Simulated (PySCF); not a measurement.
Run record for `O=COCC(F)F`: PBE0/def2-SVPD, fitting basis def2-qzvpp-jkfit, TDA, 6 singlets.

Method: TDA PBE0/def2-SVPD, vertical, gas phase, core orbitals frozen in the response (PySCF 2.14.0, density-fitted response routines). Geometry: GFN2-xTB. The command runs a driver script over a list of jobs; the input below is this job's line of settings and its coordinates in Å.

Command:
```bash
OMP_NUM_THREADS=1 python probes_run.py task.json out
```

Input:
```
{"job": {"kind": "uv", "xc": "PBE0", "basis": "def2-SVPD", "nstates": 6, "ntriplets": 2, "tda": true, "scf": {"aux": "def2-qzvpp-jkfit"}}, "charge": 0, "multiplicity": 1}
O      1.300878     0.599639     1.830349
C      1.739805     0.337068     0.752072
O      1.108402    -0.324585    -0.210706
C     -0.206467    -0.776989     0.074983
C     -1.223947     0.365546     0.015305
F     -2.435181    -0.096467     0.398104
F     -1.367289     0.815433    -1.250897
H      2.746198     0.601785     0.393530
H     -0.449586    -1.522421    -0.684827
H     -0.251434    -1.214071     1.078764
H     -0.955955     1.217733     0.657200
```

Q: What does the run print?

A: 
```
final grid: 100736 points
cycle   1  E = -465.8770886134  dE =  1.134e+00  |g| = 9.865e-01  |ddm| = 4.138e+00
cycle   2  E = -465.4971748597  dE =  3.799e-01  |g| = 1.737e+00  |ddm| = 2.188e+00
cycle   3  E = -466.0429833035  dE = -5.458e-01  |g| = 2.748e-01  |ddm| = 1.494e+00
cycle   4  E = -466.0561921329  dE = -1.321e-02  |g| = 8.523e-02  |ddm| = 2.665e-01
cycle   5  E = -466.0574668365  dE = -1.275e-03  |g| = 1.271e-02  |ddm| = 6.757e-02
cycle   6  E = -466.0574922408  dE = -2.540e-05  |g| = 5.688e-03  |ddm| = 1.647e-02
cycle   7  E = -466.0574978779  dE = -5.637e-06  |g| = 1.222e-03  |ddm| = 4.996e-03
cycle   8  E = -466.0574981251  dE = -2.472e-07  |g| = 3.709e-04  |ddm| = 1.284e-03
cycle   9  E = -466.0574981546  dE = -2.955e-08  |g| = 6.458e-05  |ddm| = 5.048e-04
cycle  10  E = -466.0574981554  dE = -7.602e-10  |g| = 2.836e-05  |ddm| = 9.688e-05
converged SCF energy = -466.0574981554

Static polarisability (au): isotropic 45.763, principal 38.929 45.587 52.775

Singlet excitations
state   eV       nm        f      main configurations
  1   5.9746    207.5   0.00232   H->L 0.96
  2   7.9391    156.2   0.06856   H-1->L 0.82
  3   8.4517    146.7   0.01578   H->L+1 0.76, H-2->L 0.13
  4   8.5838    144.4   0.01748   H-3->L 0.42, H-2->L 0.35, H->L+1 0.11
  5   8.7995    140.9   0.00348   H->L+2 0.81, H-1->L+2 0.09
  6   8.9610    138.4   0.00968   H-1->L+1 0.86

Triplet excitations (Tamm-Dancoff, eV): 5.3515 6.0511
```

H and L stand for HOMO and LUMO; the number after each pair is its weight.

Q: Give S1 in cm⁻¹ and kJ/mol.

A: 5.9746 eV × 8065.54 = 48188 cm⁻¹; × 96.485 = 576.5 kJ/mol.

Q: How does the lowest singlet excitation compare with the HOMO–LUMO gap?

A: HOMO -8.94 eV and LUMO -0.56 eV give a gap of 8.38 eV; S1 at 5.97 eV lies 2.41 eV below it.

In short: SCF converged in 10 cycles with 184 basis and 605 fitting functions; HOMO -8.94 eV, LUMO -0.56 eV; lowest singlet 5.97 eV; lowest triplet 5.35 eV (Tamm–Dancoff); mean polarisability 45.8 au.

Q: How long does this job take on an AMD EPYC 7R13 with one thread, on a shared host? And the peak memory of the process?

A: About 15 s, with 0.77 GiB resident at the peak, the Python interpreter and its libraries included.

Conformer computed: `[O:1]=[CH:2][O:3][CH2:4][CH:5]([F:6])[F:7]`: O1–C2–O3–C4 -1°, C2–O3–C4–C5 76°, O3–C4–C5–F6 -175°.

One conformer stands for the species.
